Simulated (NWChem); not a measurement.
System: CH6FNSi; SMILES [Si@@H](N)(F)C

The following NWChem deck was run.

```
start job
memory heap 200 mb stack 900 mb global 1100 mb
geometry units angstroms noautosym nocenter noautoz
  C     -0.033751    -1.735816     0.182474
  Si    -0.070854     0.052586    -0.326733
  N      1.427615     0.799062     0.037937
  F     -1.333253     0.735084     0.462422
  H      0.747009    -2.286393    -0.363639
  H      0.169227    -1.830672     1.261285
  H     -1.003160    -2.217908    -0.015383
  H     -0.346579     0.271532    -1.772277
  H      1.883212     0.643393     0.930136
  H      1.652077     1.716696    -0.329452
end
basis spherical
  * library 6-311g**
end
dft
  xc b3lyp
  iterations 150
end
property
  shielding
end
task dft property
```

NWChem printed, in part:

```
             Northwest Computational Chemistry Package (NWChem) 7.3.0
             --------------------------------------------------------

                             Geometry "geometry" -> ""
                             -------------------------

 Output coordinates in angstroms (scale by  1.889725989 to convert to a.u.)

  No.       Tag          Charge          X              Y              Z
 ---- ---------------- ---------- -------------- -------------- --------------
    1 C                    6.0000    -0.03375100    -1.73581600     0.18247400
    2 Si                  14.0000    -0.07085400     0.05258600    -0.32673300
    3 N                    7.0000     1.42761500     0.79906200     0.03793700
    4 F                    9.0000    -1.33325300     0.73508400     0.46242200
    5 H                    1.0000     0.74700900    -2.28639300    -0.36363900
    6 H                    1.0000     0.16922700    -1.83067200     1.26128500
    7 H                    1.0000    -1.00316000    -2.21790800    -0.01538300
    8 H                    1.0000    -0.34657900     0.27153200    -1.77227700
    9 H                    1.0000     1.88321200     0.64339300     0.93013600
   10 H                    1.0000     1.65207700     1.71669600    -0.32945200

 Effective nuclear repulsion energy (a.u.)     180.4538956019

                              NWChem Property Module
                              ----------------------

  itol2e modified to match energy
  convergence criterion.

                                 NWChem DFT Module
                                 -----------------

 Summary of "ao basis" -> "ao basis" (spherical)
 ------------------------------------------------------------------------------
       Tag                 Description            Shells   Functions and Types
 ---------------- ------------------------------  ------  ---------------------
 C                          6-311g**                 8       18   4s3p1d
 Si                         6-311g**                12       26   6s5p1d
 N                          6-311g**                 8       18   4s3p1d
 F                          6-311g**                 8       18   4s3p1d
 H                          6-311g**                 4        6   3s1p

  itol2e modified to match energy
  convergence criterion.

            General Information
            -------------------
          SCF calculation type: DFT
          Wavefunction type:  closed shell.
          No. of atoms     :    10
          No. of electrons :    42
           Alpha electrons :    21
            Beta electrons :    21
          Charge           :     0
          Spin multiplicity:     1
          Use of symmetry is: off; symmetry adaption is: off
          Maximum number of iterations: 150
          AO basis - number of functions:   116
                     number of shells:    60
          Convergence on energy requested:  1.00D-07
          Convergence on density requested:  1.00D-05
          Convergence on gradient requested:  5.00D-04

              XC Information
              --------------
                         B3LYP Method XC Potential
                     Hartree-Fock (Exact) Exchange  0.200
                        Slater Exchange Functional  0.800 local
                    Becke 1988 Exchange Functional  0.720 non-local
              Lee-Yang-Parr Correlation Functional  0.810
                  VWN I RPA Correlation Functional  0.190 local

[...]

          -----------------------------------------
          Chemical Shielding Tensors (GIAO, in ppm)
          -----------------------------------------

                                NWChem CPHF Module
                                ------------------

  scftype          =     RHF
  nclosed          =       21
  nopen            =        0
  variables        =     1995
  # of vectors     =        3
  tolerance        = 0.10D-03
  level shift      = 0.00D+00
  max iterations   =       50
  max subspace     =       30

 SCF residual:    7.1549405349182741E-006

Iterative solution of linear equations
  No. of variables     1995
  No. of equations        3
  Maximum subspace       30
        Iterations       50
       Convergence  1.0D-04

   iter   nsub   residual    time
   ----  ------  --------  ---------
     1      3    2.34D-01      54.0
     2      6    4.94D-03      60.3
     3      9    5.26D-04      66.5
     4     12    3.39D-05      72.7

      Atom:    1  C
        Diamagnetic
    248.4964      0.2011     -0.1717
      0.2011    258.1403     -2.0811
     -0.1717     -2.0811    248.4571

        Paramagnetic
    -62.7750     -1.6054     -4.0057
     -1.6054    -66.0228     -1.0182
     -4.0057     -1.0182    -68.8733

        Total Shielding Tensor
    185.7215     -1.4042     -4.1774
     -1.4042    192.1174     -3.0993
     -4.1774     -3.0993    179.5839

           isotropic =     185.8076
          anisotropy =      10.5966

          Principal Components and Axis System
                 1           2           3
              192.8720    187.8322    176.7186

      1        -0.0719      0.8959      0.4385
      2         0.9761     -0.0272      0.2156
      3        -0.2051     -0.4435      0.8725

      Atom:    2  Si
        Diamagnetic
    881.8991      0.0912     -1.3398
      0.0912    880.5234      0.2809
     -1.3398      0.2809    875.5712

        Paramagnetic
   -542.3000      0.1165    -11.5283
      0.1165   -500.7571     10.8077
    -11.5283     10.8077   -553.9089

        Total Shielding Tensor
    339.5991      0.2077    -12.8681
      0.2077    379.7662     11.0886
    -12.8681     11.0886    321.6623

           isotropic =     347.0092
          anisotropy =      52.3729

          Principal Components and Axis System
                 1           2           3
              381.9245    345.6599    313.4432

      1        -0.0535      0.8977      0.4374
      2         0.9800      0.1313     -0.1496
      3         0.1917     -0.4207      0.8867

      Atom:    3  N
        Diamagnetic
    322.8390     11.8011      9.3771
     11.8011    320.5289     -5.1697
      9.3771     -5.1697    315.8554

        Paramagnetic
    -82.4323      9.4166      1.3276
      9.4166    -89.5012     21.1701
      1.3276     21.1701    -96.7214

        Total Shielding Tensor
    240.4067     21.2177     10.7047
     21.2177    231.0277     16.0004
     10.7047     16.0004    219.1340

           isotropic =     230.1895
          anisotropy =      52.0961

          Principal Components and Axis System
                 1           2           3
              264.9202    218.2815    207.3667

      1         0.6948     -0.6940      0.1889
      2         0.6127      0.4336     -0.6607
      3         0.3766      0.5748      0.7265

      Atom:    4  F
        Diamagnetic
    483.5009     -8.4171    -10.0830
     -8.4171    472.3234      5.8187
    -10.0830      5.8187    470.3682

        Paramagnetic
   -109.1973      4.6065     -4.4965
      4.6065   -179.2422     29.5015
     -4.4965     29.5015   -178.3619

        Total Shielding Tensor
    374.3036     -3.8107    -14.5794
     -3.8107    293.0812     35.3201
    -14.5794     35.3201    292.0063

           isotropic =     319.7970
          anisotropy =      87.4993

          Principal Components and Axis System
                 1           2           3
              378.1299    324.5579    256.7032

      1         0.9666      0.2476      0.0668
      2        -0.1341      0.7099     -0.6914
      3        -0.2186      0.6594      0.7193

      Atom:    5  H
        Diamagnetic
     30.9321     -5.7131     -4.5056
     -5.7131     32.8029      3.5856
     -4.5056      3.5856     27.1878

        Paramagnetic
      1.5761      2.2378      1.5960
      2.2378      0.3430     -0.9781
      1.5960     -0.9781      2.5394

        Total Shielding Tensor
     32.5082     -3.4753     -2.9096
     -3.4753     33.1459      2.6074
     -2.9096      2.6074     29.7272

           isotropic =      31.7938
          anisotropy =       9.4908

          Principal Components and Axis System
                 1           2           3
               38.1210     29.4187     27.8417

      1        -0.6252      0.6416      0.4445
      2         0.6573      0.7399     -0.1434
      3         0.4209     -0.2025      0.8842

      Atom:    6  H
        Diamagnetic
     24.7372     -0.3570      2.5204
     -0.3570     28.3637     -3.8965
      2.5204     -3.8965     38.1306

        Paramagnetic
      3.5795      0.3753     -1.1373
      0.3753      1.9290      1.4261
     -1.1373      1.4261     -1.9048

        Total Shielding Tensor
     28.3167      0.0183      1.3831
      0.0183     30.2927     -2.4704
      1.3831     -2.4704     36.2259

           isotropic =      31.6118
          anisotropy =       8.5425

          Principal Components and Axis System
                 1           2           3
               37.3068     29.5611     27.9674

      1         0.1430      0.3153      0.9382
      2        -0.3285      0.9093     -0.2555
      3         0.9336      0.2716     -0.2336

      Atom:    7  H
        Diamagnetic
     34.7407      6.7514      1.9117
      6.7514     31.7331      0.6645
      1.9117      0.6645     24.2379

        Paramagnetic
      0.0040     -2.3934     -0.7793
     -2.3934      0.3998     -0.1215
     -0.7793     -0.1215      3.7298

[...]
```

Level: B3LYP/6-311G** (spherical d), GIAO. Geometry: optimised at PBE0/def2-SVP. The printed shielding anisotropy is the first printed principal value minus the mean of the other two.
